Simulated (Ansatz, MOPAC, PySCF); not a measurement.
Molecule: CaS (charge 0, singlet). SMILES: [S]=[Ca]
Coordinates optimised at B3LYP-D3(BJ)/def2-TZVP (Ansatz, a program for electronic structure):
```
Ca
S 1 2.3180
```
Charge 0, spin multiplicity 1.

Quantity: vertical ionisation energy to the doublet, in eV. Terms: no spin-orbit coupling; 6-311+G** with 5d, 6d on Na to Ar in Ansatz; LANL2DZ with its own core potentials from Na on; 6-31G* and kin with 6d, 5d where marked; each state is the SCF solution reached for its charge and spin; UHF or UKS for open shells; non-relativistic. First-principles rows: single points at B3LYP-D3(BJ) geometries (Ansatz). Semi-empirical rows: differences of heats of formation at the shared geometry for vertical values.

```
level                                    program  vertical ionisation energy to the doublet (eV)
---------------------------------------  -------  ----------------------------------------------
PM6                                        MOPAC                                            6.09
HF/6-31G*                                 Ansatz                                            5.38
PBE/6-31G*                                Ansatz                                            7.16
B3LYP/3-21G                               Ansatz                                            6.96
B3LYP/6-31G*                              Ansatz                                            7.03
B3LYP/6-311+G**                           Ansatz                                            7.01
M06-2X/6-31G* with LANL2DZ past Ar (5d)    PySCF                                            7.24
PBE0/def2-TZVPD                           Ansatz                                            6.82
wB97M-V/def2-TZVPD                        Ansatz                                            6.75
wB97X-V/def2-TZVPD                        Ansatz                                            6.64
```

No value to compare with is used here. The 7 habitual levels span 5.38 (HF/6-31G*) to 7.24 eV (M06-2X/6-31G* with LANL2DZ past Ar (5d)); PBE0/def2-TZVPD gives 6.82.

The levels are drawn from those run, B3LYP/6-31G* more often than the rest, none by its result; left out are runs that failed, that the program found above a lower state of the same kind, or whose <S^2> lies over 0.5 above the pure value.
